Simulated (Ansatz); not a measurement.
C2H7MoNOS2 (`C[N](C)[Mo]([OH])(=[S])=[S]`). The species carries charge 0 and has multiplicity 1. Mo takes the def2 core potential.

```xyz
14

C     0.988   -0.979    0.785
N     0.258   -0.186   -0.188
C     1.047    0.075   -1.377
Mo   -1.519    0.428    0.122
O    -1.432    2.028    1.105
S    -2.564   -1.046    1.210
S    -2.436    0.784   -1.742
H     1.900   -0.452    1.092
H     0.382   -1.171    1.669
H     1.277   -1.941    0.346
H     1.352   -0.872   -1.839
H     0.479    0.653   -2.100
H     1.954    0.632   -1.112
H    -1.685    2.047    2.031
```

What are the harmonic wavenumbers in cm⁻¹ at PBE0-D4/def2-TZVP (Ansatz, finite differences of forces, unscaled)? (Best estimate.)

Ansatz gave: 25, 103, 132, 152, 163, 181, 192, 195, 211, 261, 335, 350, 556, 579, 597, 637, 709, 1002, 1068, 1091, 1141, 1189, 1290, 1428, 1454, 1471, 1476, 1486, 1498, 3009, 3014, 3066, 3070, 3161, 3175, 3888.

Is this a minimum?

Yes, all 36 modes are real.

Give the ideal-gas thermochemistry at 298.15 K and 1 bar (rigid rotor, harmonic oscillator; point group C1, symmetry number 1).

Zero-point energy 259.3 kJ/mol; H(298) − E = 290.2 kJ/mol; entropy 438.8 J/(mol·K), of which translation 176.2, rotation 124.3, vibration 138.3; G(298) − E = 159.4 kJ/mol. Modes under 100 cm⁻¹ are hindered rotations or soft bends, so the harmonic entropy is rough.

And at 400, 500, 600, 800 and 1000 K?


```tsv
T (K)	H − E (kJ/mol)	S (J/mol/K)	G − E (kJ/mol)
400	307.2	487.7	112.1
500	326.1	529.8	61.2
600	346.8	567.4	6.3
800	392.4	632.9	-113.9
1000	442.5	688.7	-246.2
```

Rotational constants (cm⁻¹)?

0.04748, 0.04009, 0.03048.
